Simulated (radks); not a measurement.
Values are calculated unless marked as measured or tabulated.
Problem. The mean radii <r> (bohr) of the occupied orbitals of an atom or ion are listed with their occupations. Level of theory: non-relativistic Kohn-Sham, PBE, spin-polarised, spherical densities, point nucleus (a radial shooting solver on a logarithmic mesh with Libxc functionals).

| orbital | occ. | <r> |
|---|---|---|
| 1s | 2 | 0.3266 |

Name the element and its charge. Open shells, if any, are filled with parallel spins first.

Solution. Z = 5, boron, charge +3: B3+ in [He]. The 1s radius gives Z: for a bare nucleus <r> = 1.5/Z, 0.3 bohr for Z = 5, and screening makes it slightly larger (0.3266 here). The occupations add up to 2, and the charge is Z minus that.
